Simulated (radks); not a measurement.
Results of a calculation; reference values are marked as such.
Question: In, configuration [Kr] 4d9 5s2 5p2 (not the ground configuration). Level of theory: Dirac Kohn-Sham, LDA (Slater exchange, Perdew-Wang correlation), spin-unpolarised, spherical densities, finite nucleus; open shells fill j = l - 1/2 first; Fermi nuclear charge, rms radius 4.6156 fm (a radial shooting solver on a logarithmic mesh with Libxc functionals). Some entries of the table are withheld. Estimate them.

orbital  occ.  eigenvalue (eV)  <r^2> (bohr^2)  <r> (bohr)
1s1/2       2        -27708.73        0.001197     0.02974
2s1/2       2        -4154.758             (1)      0.1282
2p1/2       2        -3877.353         0.01447      0.1085
2p3/2       4        -3666.799         0.01578      0.1138
3s1/2       2              (2)          0.1394      0.3489
3p1/2       2              (3)          0.1343      0.3398
3p3/2       4              (4)          0.1430      0.3509
3d3/2       4        -444.2640          0.1237         (5)
3d5/2       6        -436.4601          0.1263         (6)
4s1/2       2        -125.6313          0.8075      0.8443
4p1/2       2         -88.7438          0.9162      0.8949
4p3/2       4         -81.9184          0.9787      0.9249
4d3/2       4         -24.4608           1.541       1.137
4d5/2       5         -23.5429           1.583       1.152
5s1/2       2              (7)           6.849       2.448
5p1/2       2              (8)           11.95       3.196
5p3/2       0              (9)           13.13       3.349

Answer: 
(1) 2s1/2 <r^2> (bohr^2): 0.01945
(2) 3s1/2 eigenvalue (eV): -793.5258
(3) 3p1/2 eigenvalue (eV): -681.4048
(4) 3p3/2 eigenvalue (eV): -643.3666
(5) 3d3/2 <r> (bohr): 0.3224
(6) 3d5/2 <r> (bohr): 0.3260
(7) 5s1/2 eigenvalue (eV): -10.2939
(8) 5p1/2 eigenvalue (eV): -3.9805
(9) 5p3/2 eigenvalue (eV): -3.5545
